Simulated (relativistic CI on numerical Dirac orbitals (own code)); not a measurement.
Mo+: 4s photoemission

Computed with this model: Dirac-Coulomb-Breit CI, orbitals from a KLI potential per configuration, a model potential for QED, valence Slater integrals scaled by 0.9, multiplet model of photoemission in the sudden approximation; configurations [Kr] 4d5 → [Ar] 3d10 4s 4p6 4d5; 80 K; Lorentzian 1.4 eV and Gaussian 0.6 eV FWHM. Energies are those of the free ion, without screening or charge transfer. The energies are binding energies and can lie tens of eV above those of solids. Without intra-shell correlation the exchange splitting of an s hole comes out too large, often by half or more. S is read from ⟨S²⟩ = S(S + 1).

free ion: ground-state S = 2.50, centroid 82.37 eV. Peaks (eV, height): 79.2 (100), 86.8 (71).

Strongest unbroadened transitions for free ion:

| Energy (eV) | Relative strength |
| --- | --- |
| 79.15 | 100.0 |
| 83.39 | 0.1 |
| 83.68 | 0.0 |
| 86.88 | 71.1 |
| 88.41 | 0.1 |
| 88.68 | 0.0 |
| 88.88 | 0.0 |
